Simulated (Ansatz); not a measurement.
Computed with Ansatz on PBE0-D4/def2-TZVP structures; ΔE is electronic, products minus reactants. CCSD(T)/CBS is the MP2 limit (def2-TZVPP, def2-QZVPP) plus CCSD(T) − MP2 in def2-TZVPP, frozen cores. This one scheme is used for every species. DFT in def2-TZVPP. HSE06 is defined as in plane-wave codes. For Ge outer-core shells are correlated without core-valence functions, which leaves a few kJ/mol of doubt a bond. Scalar relativity is left out up to krypton. Each species was taken in one conformer, which may not be the lowest.

Consider the hydrogenolysis of a Ge–Cl bond: `C=[CH][GeH2][Cl]` + H₂ → `C=[CH][GeH3]` + HCl.

```
          level  ΔE (kJ/mol)  difference from CCSD(T)/CBS
      revPBE-D4         63.4                          4.7
        BLYP-D4         62.6                          3.9
        PBE0-D4         58.9                          0.2
     r2SCANh-D4         62.5                          3.8
     r2SCAN0-D4         61.6                          2.9
        ωB97X-V         59.5                          0.8
         revPBE         53.8                         -4.9
          HSE06         54.9                         -3.8
CCSD/def2-TZVPP         52.5                         -6.2
 CCSD/CBS(def2)         55.5                         -3.2
    CCSD(T)/CBS         58.7                            0
```

Largest T1 diagnostic among the species: 0.012.

The D4 term adds +8.0 kJ/mol with B3LYP and +4.3 kJ/mol with PBE0; it sums over pairs of atoms, weighted by their polarisabilities, and B3LYP, whose exchange is more repulsive, gets the larger term. In def2-TZVPP, CCSD(T) changes the Hartree–Fock value by +3.0 kJ/mol (the triples alone add +3.2 kJ/mol) and MP2 by +12.1 kJ/mol.

B3LYP here is the variant with VWN-RPA as its local correlation; programs differ in this.

CCSD(T)/CBS has its own doubt, a few kJ/mol and more with outer-core shells, so smaller differences from it don't rank the levels.
